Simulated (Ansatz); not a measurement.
Cost against result

Saddle point of BNH3BrF2, closed shell (BBrF₂ ([F][B]([F])[Br]) + NH₃ → BNH₂F₂ ([NH2][B]([F])[F]) + HBr; bonds formed: Br2–H5; dative contacts that become bonds: B1–N6; bonds broken: B1–Br2, H5–N6), PBE0-D4/def2-TZVP structure:

```json
{"atom": "B1", "x (Å)": "-0.6664", "y (Å)": "0.3182", "z (Å)": "-0.4696"}
{"atom": "Br2", "x (Å)": "1.9170", "y (Å)": "-0.4635", "z (Å)": "-1.3633"}
{"atom": "F3", "x (Å)": "-1.4463", "y (Å)": "-0.5300", "z (Å)": "-1.0886"}
{"atom": "F4", "x (Å)": "-0.6792", "y (Å)": "1.5993", "z (Å)": "-0.7339"}
{"atom": "H5", "x (Å)": "1.0334", "y (Å)": "-0.4022", "z (Å)": "0.1827"}
{"atom": "N6", "x (Å)": "0.0184", "y (Å)": "-0.1376", "z (Å)": "0.7863"}
{"atom": "H7", "x (Å)": "-0.3688", "y (Å)": "-0.9720", "z (Å)": "1.2131"}
{"atom": "H8", "x (Å)": "0.1920", "y (Å)": "0.5878", "z (Å)": "1.4733"}
```

Barriers are electronic and count from the start structure reached by relaxing down the imaginary mode.

Computed with Ansatz 0.2.0 (basis: as named in each row); correlated methods freeze the cores. Filled d shells of the heavier atoms are correlated. The def2 sets are not built for correlating such inner shells, so the correlated values are less sure here. B3LYP uses VWN-RPA correlation. Extrapolation: Hartree–Fock as exp(−7.88 √X), correlation as X^−2.97.

Times are rough, for one single point on 8 threads of a shared host (Intel Xeon Platinum 8488C).

The estimate by CCSD(T) at an estimated basis limit (MP2 extrapolated from triple and quadruple zeta, plus CCSD(T) − MP2 in triple zeta) is 107.3 kJ/mol.

```
      method       basis  time (s)  barrier (kJ/mol)  method less estimate
          HF      STO-3G   under 1             160.3                  53.0
      PBE-D4      STO-3G   under 1              52.9                 -54.4
       SPW92    def2-SVP   under 1              86.2                 -21.0
      PBE-D4    def2-SVP   under 1              89.3                 -18.0
    B3LYP-D4       6-31G   under 1             107.9                   0.6
     PBE0-D4    def2-SVP   under 1             103.0                  -4.3
       SPW92  def2-TZVPP   under 1              82.7                 -24.6
      PBE-D4  def2-TZVPP   under 1              85.4                 -21.9
     BLYP-D4  def2-TZVPP   under 1              80.2                 -27.1
    B3LYP-D4  def2-TZVPP         1              89.7                 -17.5
   r2SCAN-D4  def2-TZVPP         1              90.8                 -16.4
     PBE0-D4  def2-TZVPP         1              96.3                 -10.9
    BHLYP-D4  def2-TZVPP         1             101.5                  -5.8
  r2SCAN0-D4  def2-TZVPP         2              98.4                  -8.9
CAM-B3LYP-D4  def2-TZVPP         2              97.2                 -10.1
     wB97M-V    def2-SVP         2             108.3                   1.0
      B97M-V  def2-TZVPP         2              99.6                  -7.7
  RPA on PBE  def2-TZVPP         2             112.7                   5.4
    PBE-QIDH  def2-TZVPP         2             106.3                  -1.0
      B2PLYP  def2-TZVPP         3              97.2                 -10.1
     wB97X-V  def2-TZVPP         3             107.0                  -0.3
     CCSD(T)    def2-SVP         3             117.6                  10.3
     wB97M-V  def2-TZVPP         4             103.1                  -4.2
         MP2  def2-QZVPP        10             106.1                  -1.2
     CCSD(T)  def2-TZVPP        54             109.4                   2.1
```

All methods are single points on the PBE0-D4 structures.

No T1 diagnostic of these runs exceeds 0.011.

The step is the kind of exchange with an N–H group that builds nitride films in atomic layer and chemical vapour deposition.

Labels in which every atom is bracketed show which atoms are joined, not bond orders.
